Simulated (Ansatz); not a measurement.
Ligand-field states of NiCl₂ at its PBE-D4/def2-TZVP geometry (relaxed as a triplet).

```csv
atom,x (Å),y (Å),z (Å)
Ni1,0.000,0.000,0.000
Cl2,-1.110,-1.275,1.164
Cl3,1.110,1.275,-1.164
```

CASSCF(8,5) on the Ni 3d shell in def2-TZVP, averaged with equal weights over 10 triplets and 15 singlets, then SC-NEVPT2; Ansatz, no spin–orbit coupling. The space holds no ligand orbitals and no second d shell, so covalent complexes are described poorly.

Problem. Estimate the states' energies above the lowest.

Solution. 
```csv
state,CASSCF (eV),NEVPT2 (eV)
triplet 1,0.00,0.00
triplet 2,0.03,0.11
triplet 3,0.03,0.11
triplet 4,0.14,0.39
triplet 5,0.14,0.39
triplet 6,0.26,0.50
triplet 7,0.26,0.50
triplet 8,2.24,2.00
triplet 9,2.24,2.00
triplet 10,2.93,3.00
singlet 1,1.90,1.74
singlet 2,1.90,1.74
singlet 3,1.99,1.83
singlet 4,2.04,1.89
singlet 5,2.04,1.89
singlet 6,2.76,2.54
singlet 7,2.78,2.59
singlet 8,2.78,2.59
singlet 9,2.95,2.78
singlet 10,2.95,2.78
singlet 11,3.30,3.25
singlet 12,3.30,3.25
singlet 13,3.77,4.02
singlet 14,3.77,4.02
singlet 15,7.58,6.70
```
The lowest NEVPT2 state is a triplet. Run time 32 s (2 threads of AMD EPYC 7R43 on a shared host).
